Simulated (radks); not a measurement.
The nuclear charge of the phosphorus ion P2+ is varied continuously with 13 electrons held in [Ne] 3s2 3p1. All-electron calculation, Dirac Kohn-Sham, BLYP, spin-unpolarised, spherical densities, finite nucleus; open shells fill j = l - 1/2 first; Fermi nuclear charge, rms radius 3.1889 fm. Program: a radial shooting solver on a logarithmic mesh with Libxc functionals. By the Hellmann-Feynman theorem dE/dZ = E(electron-nucleus)/Z, the electronic potential at the nucleus (averaged over a nucleus of fixed radius).

| Z | E (hartree) | E(electron-nucleus)/Z (hartree) | HOMO | e(HOMO) (eV) | <r> HOMO (bohr) |
|---|---|---|---|---|---|
| 14.5 | -314.82309 | -51.3064 | 3p1/2 | -17.436 | 2.184 |
| 14.75 | -327.78763 | -52.4099 | 3p1/2 | -20.714 | 2.071 |
| 15 | -341.02802 | -53.5132 | 3p1/2 | -24.206 | 1.971 |
| 15.25 | -354.54424 | -54.6165 | 3p1/2 | -27.909 | 1.882 |
| 15.5 | -368.33626 | -55.7197 | 3p1/2 | -31.821 | 1.802 |
| 15.75 | -382.40411 | -56.8230 | 3p1/2 | -35.940 | 1.728 |
| 16 | -396.74780 | -57.9265 | 3p1/2 | -40.265 | 1.662 |

The central difference of E at Z = 15 is -53.513 hartree, to compare with the third column; the second derivative is -4.41 hartree.
